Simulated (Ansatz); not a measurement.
Si(OtBu)H3 (C₄H₁₂OSi), 18 atoms. Hardware: 4 threads of Arm Neoverse V2 on a shared host.

Correlated methods freeze 10 core orbitals.

(1) How many basis functions does each of these Ansatz runs have, and roughly what does it cost? BLYP-D4/def2-TZVP, charge 0 singlet, energy, from earlier orbitals; MP2/def2-TZVP, charge 0 singlet, energy, from earlier orbitals; CCSD(T)/def2-SVP, charge 0 singlet, energy, from earlier orbitals; PBE-D4/def2-SVP, charge 0 singlet, relaxation, 6 steps; r2SCAN-D4/def2-TZVP, charge 0 singlet, energy, from earlier orbitals; PBE-D4/def2-SVP, charge 0 singlet, energy, from earlier orbitals; ωB97M-V/def2-TZVP, charge 0 singlet, energy, from earlier orbitals; PBE0-D4/def2-TZVP, charge 0 singlet, energy, from earlier orbitals; PBE-D4/def2-TZVP, charge 0 singlet, energy and forces, from earlier orbitals; LDA (SPW92)/def2-TZVP, charge 0 singlet, energy, from earlier orbitals; PBE0-D4/def2-SVP, charge 0 singlet, energy, from earlier orbitals; HF/STO-3G, charge 0 singlet, energy.

## Answers

(1) Other jobs shared the machine, so times can vary by a factor of up to 3. A dash marks memory too small to be measured apart from the calling script's.

```
                                                                         run  functions  fitting or Cholesky vectors  wall time  peak host memory (GiB)
                                         HF/STO-3G, charge 0 singlet, energy         46                          625      0.2 s                       –
            PBE-D4/def2-SVP, charge 0 singlet, energy, from earlier orbitals        148                         1667      1.6 s                       –
      LDA (SPW92)/def2-TZVP, charge 0 singlet, energy, from earlier orbitals        264                         1651      1.8 s                       –
           PBE0-D4/def2-SVP, charge 0 singlet, energy, from earlier orbitals        148                         1667        2 s                       –
          BLYP-D4/def2-TZVP, charge 0 singlet, energy, from earlier orbitals        264                         1651        3 s                       –
PBE-D4/def2-TZVP, charge 0 singlet, energy and forces, from earlier orbitals        264                         1651      3.3 s                       –
              MP2/def2-TZVP, charge 0 singlet, energy, from earlier orbitals        264                         1815      4.2 s                    0.79
          PBE0-D4/def2-TZVP, charge 0 singlet, energy, from earlier orbitals        264                         1667      5.5 s                    0.78
        r2SCAN-D4/def2-TZVP, charge 0 singlet, energy, from earlier orbitals        264                         1651        6 s                       –
                      PBE-D4/def2-SVP, charge 0 singlet, relaxation, 6 steps        148                         1667        8 s                       –
          ωB97M-V/def2-TZVP, charge 0 singlet, energy, from earlier orbitals        264                         1651       13 s                       1
           CCSD(T)/def2-SVP, charge 0 singlet, energy, from earlier orbitals        148                         1503       28 s                     1.3
```
